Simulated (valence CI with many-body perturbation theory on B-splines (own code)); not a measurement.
Which ion has this spectrum?

A relativistic CI+MBPT calculation for an atom or ion with 34 electrons gives these levels (cm⁻¹):

| J | Parity | E | g |
| --- | --- | --- | --- |
| 2 | even | 0.0 | 1.49 |
| 1 | even | 1959 | 1.50 |
| 0 | even | 2557 |  |
| 2 | even | 9595 | 1.01 |
| 0 | even | 22597 |  |
| 2 | odd | 47984 | 2.00 |
| 1 | odd | 50852 | 1.99 |
| 1 | even | 58933 | 2.49 |
| 2 | even | 58985 | 1.83 |
| 3 | even | 59047 | 1.67 |
| 1 | even | 60320 | 1.50 |
| 2 | even | 60382 | 1.50 |
| 0 | even | 60410 |  |
| 1 | odd | 61673 | 0.53 |

The energies are calculated, with errors of about 200 cm⁻¹, more in some levels.

(1) Which is it?
A. Se
B. Kr2+
C. Br+
D. Rb3+

Results:

(1) A. Se, ground level 4s²4p⁴ ³P_2.
